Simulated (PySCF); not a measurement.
# Successive ionisation energies of nickel

Calculated with PySCF 2.14, two-component X2C-1e (Gaussian nucleus, no Breit or QED terms), each ion in its own even-tempered basis; GMP2 freezes the deep shells of the larger ions and drops the highest virtual spinors; eV.

| ion | configuration | GHF (screened spin-orbit) | NIST | kind |
| --- | --- | --- | --- | --- |
| Ni⁴⁺ | [Ar] 3d6 | 73.986 | 76.06 ± 0.06 | semi-empirical |
| Ni⁵⁺ | [Ar] 3d5 | 106.73 | 108 ± 1 | semi-empirical |
| Ni⁶⁺ | [Ar] 3d4 | 135.79 | 132 ± 2 | theoretical |
| Ni⁷⁺ | [Ar] 3d3 | 161.59 | 162 ± 2.1 | theoretical |
| Ni⁸⁺ | [Ar] 3d2 | 192.65 | 193.2 ± 0.5 | semi-empirical |
| Ni⁹⁺ | [Ar] 3d1 | 223.55 | 224.7 ± 0.5 | semi-empirical |
| Ni¹⁰⁺ | [Ar] | 318.27 | 319.5 ± 0.7 | semi-empirical |
| Ni¹¹⁺ | [Ne] 3s2 3p5 | 349.88 | 351.6 ± 0.3 | semi-empirical |
| Ni¹²⁺ | [Ne] 3s2 3p4 | 389.38 | 384.5 ± 0.5 | semi-empirical |
| Ni¹³⁺ | [Ne] 3s2 3p3 | 425.11 | 429.3 ± 0.8 | semi-empirical |
| Ni¹⁴⁺ | [Ne] 3s2 3p2 | 459.75 | 462.8 ± 1.1 | semi-empirical |
| Ni¹⁵⁺ | [Ne] 3s2 3p1 | 497.59 | 495.4 ± 1.7 | semi-empirical |

(1) Where is the largest relative jump?

Answers

(1) From Ni⁴⁺ to Ni⁵⁺: 73.986 to 106.73 eV, where the electron removed from [Ar] 3d5 comes from a deeper shell or subshell.
